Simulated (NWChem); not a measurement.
Total energies of sulfur tetrafluoride (F$_{4}$S)

```
S
F 1 1.6133
F 1 1.6133 2 100.72
F 1 1.6883 2 87.93 3 -87.49
F 1 1.6883 2 87.93 4 174.99
```
Charge 0, spin multiplicity 1.

Everything below was run with NWChem. The geometry was optimised at PBE/def2-SVP, a minimum by its harmonic frequencies.

Basis set: def2-SVP (74 functions).

```tsv
method	total energy (Ha)
RHF	-794.67793
MP2	-795.58972
B2PLYP	-796.58948
PBE	-796.50639
B3LYP	-797.03507
TPSS	-797.08327
CCSD(T)	-795.61884
```

Total energies of different functionals aren't comparable as a measure of quality: only differences taken within one method are. 

The correlated methods keep 9 core orbitals frozen. B3LYP has NWChem's definition, with VWN1-RPA local correlation. Coupled-cluster values serve here as a point of comparison, not as the truth.
